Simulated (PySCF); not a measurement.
C2H6Si, SMILES C1C[SiH2]1.

The structure is a stationary point at B3LYP-D3(BJ)/def2-TZVP.

Method: PBE/def2-TZVPD (PySCF).

Gas-phase values at a fixed geometry.

```
Property                                                                                                        Value
---------------------------------------------------------------------------------------------  ----------------------
total energy                                                                                       -369.04040 hartree
point group                                                                                                       C2v
highest occupied level                                                                                       -5.84 eV
lowest empty level                                                                                           -0.65 eV
orbital gap                                                                                                   5.19 eV
dipole moment                                                                                                  0.20 D
quadrupole, principal values (traceless, Buckingham form, about the centre of nuclear charge)  -1.07, -0.31, 1.37 D·Å
mean static polarisability                                                                       55.0 bohr³ (8.14 Å³)
polarisability, principal values                                                               48.4, 51.1, 65.3 bohr³
```
